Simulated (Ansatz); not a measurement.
Cost and result up the ladder for `[CH3][Sn]([CH3])([CH3])[Sn]([CH3])([CH3])[Sn]([CH3])([CH3])[CH3]` (35 atoms). Total charge 0; singlet. Geometry: r2SCAN-D4/def2-SVP.

Ansatz on 4 threads of Arm Neoverse V2 on a shared host. Times are rough, and most runs start from the orbitals of an earlier one. PBE0-D4/def2-SVP serves as the yardstick here, not as an exact answer. Differences are given only for rows in sets of like size (and for xTB, whose basis is part of the method), since another set adds its own error. Binding counts from free atoms at the same level (C triplet, Sn triplet, H doublet; other spins of the atoms weren't run), without zero-point energy or a counterpoise term.

In the def2 sets Sn takes a core potential, while STO-3G treats all electrons; there is no spin–orbit coupling. Correlated methods freeze 20 core orbitals; core or outer-core shells of Sn are correlated, in sets that lack core-valence functions.

Correlated methods converge slowly with the basis, most of all in double-zeta sets.

```
                           level  functions  binding energy per atom (eV)  difference from PBE0-D4/def2-SVP (eV)
   PBE-D4/def2-SVP (with forces)        310                          3.74                                   0.03
                PBE0-D4/def2-SVP        310                          3.72                                   0.00
                    MP2/def2-SVP        310                          3.53                                  -0.19
r2SCAN-D4/def2-SVP (with forces)        310                          3.70                                  -0.01
                       HF/STO-3G        145                          3.86                                      –
```

**Question.** Estimate how long each takes.

**Answer.** HF/STO-3G 4.6 s; PBE-D4/def2-SVP (with forces) 11 s; r2SCAN-D4/def2-SVP (with forces) 18 s; PBE0-D4/def2-SVP 19 s; MP2/def2-SVP 22 s. On shared hardware such times vary by a factor of up to 3.
